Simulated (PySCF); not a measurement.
## Shieldings and the share of exact exchange

Molecule: `C=C[BH2-][NH2+]C`, C3H10BN.

Atom-mapped SMILES (the numbers label the heavy atoms): `[CH2:1]=[CH:2][BH2-:3][NH2+:4][CH3:5]` (H(Xn): hydrogen on atom n). Ha(C1) is cis to B3; Hb(C1) is trans to B3.

GIAO shieldings (ppm, equivalent atoms averaged) in PySCF 2.14.0 with density-fitted response routines on the PBE0-D3(BJ)/def2-SVP geometry, basis pcSseg-1, gas phase, non-relativistic:

| functional | exact exchange (%) | σ(B3) | σ(N4) |
| --- | --- | --- | --- |
| BLYP | 0 | 108.5 | 200.9 |
| BP86 | 0 | 112.2 | 207.8 |
| PBE | 0 | 112.2 | 207.3 |
| PBE0 | 25 | 116.9 | 215.8 |
| mPW1PW91 | 25 | 116.7 | 214.9 |
| BHandHLYP | 50 | 117.7 | 217.5 |
| HF | 100 | 125.9 | 228.9 |

**Question.** Fit each shielding as a line in the percentage of exact exchange.

**Answer.** σ(B3) = 111.6 + 0.15 x (rms 1.5 ppm); σ(N4) = 206.6 + 0.23 x (rms 2.8 ppm). The functionals also differ in their semilocal parts, which the line can't hold; Hartree–Fock has no correlation at all.

**Question.** What does the line predict for B3LYP (20 %), and what does the run give?

**Answer.** σ(B3): 114.6 predicted, 112.6 computed; σ(N4): 211.2 predicted, 208.6 computed ppm.
